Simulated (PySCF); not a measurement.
# Deuteron quadrupole couplings in `[SiH3][CH2][GaH2]`

Species: CH7GaSi.
Geometry (PBE0-D3(BJ)/def2-SVP, Å), atoms numbered from 1 in this order:
```xyz
10
CH7GaSi angstrom
Si    -1.3535    0.4310   -0.2816
C      0.0810   -0.7766   -0.1732
Ga     1.7397    0.0395    0.5016
H     -2.5926   -0.2178   -0.8148
H     -1.6699    0.9925    1.0698
H     -1.0126    1.5790   -1.1810
H      0.2573   -1.1899   -1.1803
H     -0.2237   -1.5980    0.4971
H      1.9959    0.1150    2.0515
H      2.7874    0.6294   -0.5120
```

Level: PBE0/pcSseg-1 (PySCF, non-relativistic); Q(2H) = 0.00286 b; rigid geometry, the same for H and D, with no vibrational averaging.

Problem. Rank these positions by the coupling χzz of a deuteron there, largest first.
A. H10 (hydrogen on gallium)
B. H8 (methylene hydrogen)
C. H5 (Si–H hydrogen)

Solution. B (201 kHz), C (93 kHz), A (72 kHz).

Problem. Give the electric field gradient Vzz (the principal value of largest size), its asymmetry and the 2H coupling at each hydrogen.

Solution. 
| atom | bonded to | bond length (Å) | Vzz (au) | η | χzz (kHz) |
| --- | --- | --- | --- | --- | --- |
| H4 | Si1 | 1.497 | 0.1391 | 0.01 | 94 |
| H5 | Si1 | 1.497 | 0.1386 | 0.02 | 93 |
| H6 | Si1 | 1.498 | 0.1384 | 0.02 | 93 |
| H7 | C2 | 1.103 | 0.2997 | 0.03 | 201 |
| H8 | C2 | 1.103 | 0.2993 | 0.03 | 201 |
| H9 | Ga3 | 1.573 | 0.1071 | 0.10 | 72 |
| H10 | Ga3 | 1.573 | 0.1071 | 0.10 | 72 |

Problem. Average by the element that carries the hydrogen.

Solution. on Si: 93 kHz over 3 positions, mean bond length 1.497 Å; on C: 201 kHz over 2 positions, mean bond length 1.103 Å; on Ga: 72 kHz over 2 positions, mean bond length 1.573 Å.

Problem. Give the 2H NMR doublet splittings at H8 for a magnetic field along the z, y and x axes of the gradient: 3χ/2, 3χ(1 + η)/4, 3χ(1 − η)/4.

Solution. With |χ| = 201.2 kHz and η = 0.030: 302, 155 and 146 kHz, to first order and without motion.

Geometry: PBE0-D3(BJ)/def2-SVP, one conformer, isolated molecule. The calculation is non-relativistic, for gallium too. With so small a basis the couplings can be 20 % off.
